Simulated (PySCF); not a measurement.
C3H9As.
Bonds: C1–As2, As2–C3, As2–C4. Hydrogens: H5, H6, H7 on C1; H8, H9, H10 on C3; H11, H12, H13 on C4.

Computed by this run: PBE0-D3(BJ)/def2-SVP geometry optimisation, gas phase (PySCF 2.14.0); density fitting, grid level 1; the optimiser is geomeTRIC in internal coordinates, started from a GFN2-xTB structure with every atom displaced at random (about 0.01 Å).

Step 0: E = -64078.2868 eV
```
atom  x, y, z in Å  |  force x, y, z in eV/Å
C1     -0.2092    1.6189    0.4483   -0.640   0.462  -0.176
As2    -0.1472   -0.2146    1.1104    0.228  -0.108  -0.018
C3      1.5291   -0.6898    0.2044    0.582   0.340   0.641
C4     -1.3122   -0.9890   -0.2532   -2.149   0.392   1.298
H5     -0.0639    1.6731   -0.6395    0.114  -0.077  -0.084
H6      0.5247    2.2637    0.9349    0.341   0.006   0.175
H7     -1.1936    2.0768    0.6606    0.070  -0.195   0.031
H8      1.5398   -0.3960   -0.8446   -0.122   0.058  -0.390
H9      1.7209   -1.7585    0.2931   -0.065  -0.413  -0.052
H10     2.3864   -0.1899    0.7021   -0.295  -0.039  -0.078
H11    -1.0655   -0.6688   -1.2371    0.487   0.375  -1.264
H12    -1.3034   -2.0755   -0.1992    0.103  -0.413   0.030
H13    -2.4001   -0.6641   -0.0685    1.344  -0.388  -0.114
```

Step 1: E = -64078.3538 eV
```
atom  x, y, z in Å  |  force x, y, z in eV/Å
C1     -0.2486    1.5998    0.4277    0.034  -0.044  -0.012
As2    -0.1041   -0.2555    1.0709   -0.001  -0.008   0.018
C3      1.6076   -0.6940    0.2114   -0.022   0.014  -0.084
C4     -1.3709   -0.9765   -0.2581    0.358   0.264  -0.087
H5     -0.0586    1.6679   -0.6550    0.006  -0.001   0.015
H6      0.4602    2.2463    0.9609    0.082   0.017   0.032
H7     -1.2614    1.9719    0.6362   -0.050   0.000   0.004
H8      1.6211   -0.4204   -0.8546   -0.026  -0.018  -0.017
H9      1.8165   -1.7682    0.3141   -0.038  -0.036  -0.012
H10     2.4122   -0.1490    0.7244    0.016   0.039   0.038
H11    -1.0903   -0.6704   -1.2862   -0.102  -0.118   0.234
H12    -1.4600   -2.0722   -0.1999   -0.047   0.105   0.045
H13    -2.3178   -0.4933    0.0198   -0.209  -0.213  -0.173
```

Q: Estimate the geometry and energy of step 2. (The exact step hangs on the optimiser's Hessian estimate; all steps are aligned on step 1, rigid shifts and turns removed.)

A: E = -64078.3800 eV, largest force 0.208 eV/Å
```
atom  x, y, z in Å  |  force x, y, z in eV/Å
C1     -0.2324    1.6168    0.4398   -0.014   0.018   0.018
As2    -0.1159   -0.2380    1.0815   -0.052  -0.004  -0.013
C3      1.5818   -0.6866    0.2035    0.030  -0.024  -0.026
C4     -1.3589   -0.9825   -0.2545    0.096   0.178   0.049
H5     -0.0361    1.6826   -0.6415    0.000   0.002   0.002
H6      0.4895    2.2490    0.9773    0.012  -0.018   0.000
H7     -1.2420    2.0034    0.6452    0.010   0.009  -0.004
H8      1.5801   -0.4169   -0.8640   -0.018  -0.003   0.004
H9      1.7786   -1.7640    0.3045   -0.005  -0.003  -0.009
H10     2.3957   -0.1443    0.7081   -0.005  -0.009  -0.007
H11    -1.0665   -0.7047   -1.2793   -0.005  -0.017   0.015
H12    -1.4203   -2.0758   -0.1737    0.004  -0.038   0.032
H13    -2.3478   -0.5530   -0.0353   -0.053  -0.090  -0.062
```

The energy changes by -0.0262 eV. The first-order estimate −F·Δx gives -0.0384 eV and the mean of the old and new forces, exact on a quadratic surface, -0.0263 eV. The step makes an angle of 67° with the force vector and moves no atom by more than 0.087 Å.

What follows is the cost of the whole optimisation. Time: 43 s; peak memory 0.50 GiB. Hardware: Arm Neoverse V2, one thread, on a shared host.
